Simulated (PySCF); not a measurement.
A calculated (UHF, PySCF 2.14, ANO-RCC-VTZP, scalar relativity by spin-free X2C-1e) atom or ion has these occupied shells.

| shell | electrons | orbital energy (eV) | rms radius, mean of both spins (bohr) |
| --- | --- | --- | --- |
| 1s | 2 | -8391.3 | 0.0624 |
| 2s | 2 | -1038.9 | 0.265 |
| 2p | 6 | -888.37 | 0.238 |
| 3s | 2 | -124.47 | 0.803 |
| 3p | 6 | -78.930 | 0.863 |
| 3d | 10 | -6.543 | 1.37 |

Name the element and its charge.

Ni (nickel, neutral), in [Ar] 3d10, closed-shell 1S (an excited configuration).
